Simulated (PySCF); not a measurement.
CH9AlO2Si2 (SMILES [CH3][Al]([O][SiH3])[O][SiH3]), singlet, geometry from GFN2-xTB (such geometries of metal compounds can be far from the true shape); DF-CAMB3LYP/cc-pVDZ (PySCF).

The PySCF input:
```python
from pyscf import gto, scf, dft

mol = gto.Mole()
mol.atom = '''
    Al    0.328227    0.517411    0.468922
    C     1.168480    1.860372    1.665972
    H     1.792393    1.382469    2.420049
    H     0.413247    2.460184    2.173924
    H     1.792076    2.553553    1.101008
    O    -0.785728    0.988621   -0.698016
    Si   -1.870818    1.391488   -1.842135
    H    -3.197806    1.074849   -1.309426
    H    -1.564414    0.618294   -3.046731
    H    -1.713334    2.830477   -2.071669
    O     0.708594   -1.115714    0.587127
    Si    1.042573   -2.706457    0.660993
    H    -0.195330   -3.400072    1.022183
    H     2.068555   -2.865527    1.695794
    H     1.539281   -3.116498   -0.653854
'''
mol.basis = 'cc-pvdz'
mol.charge = 0
mol.spin = 0
mol.verbose = 4
mol.build()

mf = dft.RKS(mol)
mf.xc = 'camb3lyp'
mf.grids.level = 7
mf = mf.density_fit(auxbasis='def2-universal-jkfit')
mf.kernel()
```

Output, abridged:

```
PySCF version 2.14.0

[INPUT] verbose = 4
[INPUT] num. atoms = 15
[INPUT] num. electrons = 72
[INPUT] charge = 0
[INPUT] spin (= nelec alpha-beta = 2S) = 0
[INPUT] symmetry False subgroup None
[INPUT] Mole.unit = angstrom
[INPUT] Symbol           X                Y                Z      unit          X                Y                Z       unit  Magmom
[...]
nuclear repulsion = 413.900130772263
number of shells = 57
number of NR pGTOs = 264
number of NR cGTOs = 141
basis = cc-pvdz
ecp = {}

******** <class 'pyscf.df.df_jk.DFRKS'> ********
method = DFRKS
initial guess = minao
damping factor = 0
level_shift factor = 0
DIIS = <class 'pyscf.scf.diis.CDIIS'>
diis_start_cycle = 1
diis_space = 8
diis_damp = 0
SCF conv_tol = 1e-09
SCF conv_tol_grad = None
SCF max_cycles = 50
direct_scf = False
XC library pyscf.dft.libxc version 7.1.2
    S. Lehtola, C. Steigemann, M. J. T. Oliveira, and M. A. L. Marques,  SoftwareX 7, 1–5 (2018)
XC functionals = camb3lyp
    T. Yanai, D. P. Tew, and N. C. Handy,  Chem. Phys. Lett. 393, 51 (2004)
radial grids:
    Treutler-Ahlrichs [JCP 102, 346 (1995); DOI:10.1063/1.469408] (M4) radial grids

becke partition: Becke, JCP 88, 2547 (1988); DOI:10.1063/1.454033
pruning grids: <function nwchem_prune>
grids dens level: 7
symmetrized grids: False
atomic radii adjust function: <function treutler_atomic_radii_adjust>
small_rho_cutoff = 0
Set gradient conv threshold to 3.16228e-05
Initial guess from minao.
tot grids = 971352
******** <class 'pyscf.df.df.DF'> ********
auxbasis = def2-universal-jkfit
Create RSH-DF object <pyscf.df.df.DF object> for omega=0.33
******** <class 'pyscf.df.df.DF'> ********
auxbasis = auxmol.basis = def2-universal-jkfit
init E= -1015.63521566924
[...]
cycle= 1 E= -1015.24338449555  delta_E= 0.392  |g|= 1.12  |ddm|= 3.03
[...]
cycle= 2 E= -1014.98019890255  delta_E= 0.263  |g|= 1.64  |ddm|= 1.76
[...]
cycle= 3 E= -1015.48502056369  delta_E= -0.505  |g|= 0.0755  |ddm|=  1.1
[...]
cycle= 4 E= -1015.48609789042  delta_E= -0.00108  |g|= 0.0458  |ddm|= 0.0953
[...]
cycle= 5 E= -1015.48665048278  delta_E= -0.000553  |g|= 0.00319  |ddm|= 0.0356
[...]
cycle= 6 E= -1015.48665478011  delta_E= -4.3e-06  |g|= 0.000708  |ddm|= 0.00567
[...]
cycle= 7 E= -1015.48665501893  delta_E= -2.39e-07  |g|= 0.000246  |ddm|= 0.00129
[...]
cycle= 8 E= -1015.48665503132  delta_E= -1.24e-08  |g|= 0.000174  |ddm|= 0.000312
[...]
cycle= 9 E= -1015.4866550375  delta_E= -6.18e-09  |g|= 2.95e-05  |ddm|= 0.000138
[...]
cycle= 10 E= -1015.48665503776  delta_E= -2.57e-10  |g|= 4.64e-06  |ddm|= 3.73e-05
[...]
Extra cycle  E= -1015.48665503778  delta_E= -1.43e-11  |g|= 3.8e-06  |ddm|= 8.45e-06
converged SCF energy = -1015.48665503778
```
